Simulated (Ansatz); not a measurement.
CH$_{6}$FNSi, SMILES `N[SiH2]CF`. Total charge 0; spin multiplicity 1.

```xyz
10

N    -0.916    1.190    0.598
Si    0.517    0.256    0.447
C     0.134   -1.194   -0.702
F    -0.286   -0.697   -1.940
H    -0.997    1.874    1.332
H    -1.375    1.510   -0.241
H     1.702    0.970   -0.115
H     0.884   -0.259    1.794
H     1.009   -1.830   -0.871
H    -0.671   -1.820   -0.303
```

Problem. What are the harmonic wavenumbers in cm⁻¹ at PBE0-D4/def2-TZVP (Ansatz, finite differences of forces, unscaled)? (Best estimate.)

Solution. Computed: 70, 146, 201, 299, 417, 547, 644, 707, 773, 848, 882, 939, 969, 1048, 1245, 1316, 1459, 1581, 2184, 2220, 3045, 3101, 3599, 3692.

Problem. Is this a minimum?

Solution. Yes, all 24 modes are real.

Problem. Give the ideal-gas thermochemistry at 298.15 K and 1 bar (rigid rotor, harmonic oscillator; point group C1, symmetry number 1).

Solution. Zero-point energy 191.0 kJ/mol; H(298) − E = 210.2 kJ/mol; entropy 326.4 J/(mol·K), of which translation 163.4, rotation 106.6, vibration 56.5; G(298) − E = 112.8 kJ/mol. Modes under 100 cm⁻¹ are hindered rotations or soft bends, so the harmonic entropy is rough.

Problem. And at 400, 500, 600, 800 and 1000 K?

Solution. 
| T (K) | H − E (kJ/mol) | S (J/mol/K) | G − E (kJ/mol) |
| --- | --- | --- | --- |
| 400 | 221.1 | 357.8 | 78.0 |
| 500 | 233.6 | 385.6 | 40.8 |
| 600 | 247.5 | 410.9 | 0.9 |
| 800 | 278.6 | 455.6 | -85.9 |
| 1000 | 313.1 | 494.0 | -180.9 |
